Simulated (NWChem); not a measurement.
System: hydrogen telluride (H2Te); SMILES [TeH2]

Here is an NWChem input.

```
start job
memory heap 200 mb stack 900 mb global 1100 mb
geometry units angstroms noautoz
  Te     0.000000     0.000000     0.037872
  H      0.000000    -1.178491    -1.135270
  H      0.000000     1.178491    -1.135270
end
basis spherical
  * library def2-svp
end
ecp
  Te library def2-ecp
end
dft
  xc pbe0
  iterations 150
end
tddft
  nroots 8
end
task tddft energy
```

All runs use the structure optimised with PBE0/def2-SVP. def2 effective core potentials on Te; no spin-orbit coupling.

Vertical excitations in the gas phase.

Give the results of this calculation. (PBE0/def2-SVP with def2 effective core potentials on Te, full TDDFT.) Quantities: lowest excitation, singlet (eV); oscillator strength of that lowest state; lowest state with f > 0.02, singlet (eV); oscillator strength of that bright state; lowest triplet (eV); orbital gap (eV).

lowest excitation, singlet (eV): 4.27
oscillator strength of that lowest state: 0.000
lowest state with f > 0.02, singlet (eV): 7.98
oscillator strength of that bright state: 0.129
lowest triplet (eV): 3.68
orbital gap (eV): 5.87
